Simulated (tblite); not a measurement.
C₄H₇F₃S₂Si.
Atom-mapped SMILES: `[F:1][CH:2]([F:3])[C@@H:4]1[SiH2:5][S:6][CH2:7][S:8][C@@H:9]1[F:10]` (hydrogens: H11 on C2; H12 on C4; H13, H14 on Si5; H15, H16 on C7; H17 on C9)

Geometry (GFN2-xTB, Å), atoms numbered from 1 in this order:
```xyz
17
C4H7F3S2Si angstrom
F     -2.3860   -1.6781   -0.8111
C     -1.9945   -0.4350   -0.4368
F     -3.0185    0.0773    0.2889
C     -0.7251   -0.4815    0.3887
Si    -0.4319    1.2434    1.1746
S      1.4459    1.1444    2.2039
C      2.4581    0.3431    0.9109
S      1.9436   -1.3267    0.4328
C      0.4218   -0.9320   -0.4997
F      0.6902    0.0482   -1.4264
H     -1.8972    0.1719   -1.3484
H     -0.8601   -1.2388    1.1668
H     -0.3557    2.2268    0.0972
H     -1.4157    1.4870    2.2088
H      3.4576    0.2369    1.3244
H      2.4791    0.9695    0.0227
H      0.1814   -1.8444   -1.0577
```

Calculated harmonic vibrations of the isolated species, GFN2-xTB (tblite), most abundant isotopes, no scaling. Errors from tens to a few hundred cm⁻¹ against measured bands are possible. Modes of hydrogen on silicon can be 10 to 20 % off. One conformer, not necessarily the lowest.

Harmonic wavenumbers (cm⁻¹): 56.0, 67.2, 86.7, 125.8, 166.9, 186.7, 200.1, 246.3, 293.9, 352.2, 399.8, 429.0, 466.6, 510.2, 521.6, 580.0, 603.6, 654.0, 685.4, 713.4, 728.8, 739.0, 781.8, 813.5, 941.0, 1010.5, 1032.9, 1080.6, 1089.4, 1101.0, 1160.8, 1173.9, 1216.8, 1221.7, 1270.7, 1280.8, 1319.1, 1385.9, 2298.9, 2415.1, 2915.1, 2936.0, 2956.2, 2996.2, 3030.7.

A = 1265, B = 647.5, C = 492.1 MHz; mass 203.971 u (most abundant isotopes); point group C1, symmetry number 1.

**Question.** Zero-point energy?

**Answer.** Half the sum of the wavenumbers: 23121 cm⁻¹ = 66.11 kcal/mol.

**Question.** Give the ideal-gas entropy at 273.15 K and 1 bar in the rigid-rotor, harmonic-oscillator model (classical rotation).

**Answer.** Translation 41.43, rotation 30.80, vibration 31.20: S = 103.4 cal/(mol K).

**Question.** And Cp and H(273.15 K) − H(0)?

**Answer.** Cp = 41.27 cal/(mol K), of which vibrations give 33.33 (their classical limit is 45 R = 89.4); H(273.15 K) − H(0) = 6.78 kcal/mol without the zero-point energy, 4.61 from vibrations.

**Question.** What must be added to the electronic energy to get the Gibbs energy at 273.15 K and 1 bar?

**Answer.** ZPE + [H(273.15 K) − H(0)] − T·S = 66.11 + 6.78 − 28.25 = 44.64 kcal/mol.

**Question.** Which modes carry the vibrational entropy at 273.15 K?

**Answer.** 56.0 cm⁻¹: 4.42; 67.2 cm⁻¹: 4.06; 86.7 cm⁻¹: 3.56; 125.8 cm⁻¹: 2.84; 166.9 cm⁻¹: 2.31; 186.7 cm⁻¹: 2.10 cal/(mol K); the other 39 give 11.91 together.

Hindered rotation and anharmonicity are outside this model. Other conformers, if any are populated, would add a mixing term that is left out. The structure is chiral; the term R ln 2 for an equal mix with its mirror image is left out.
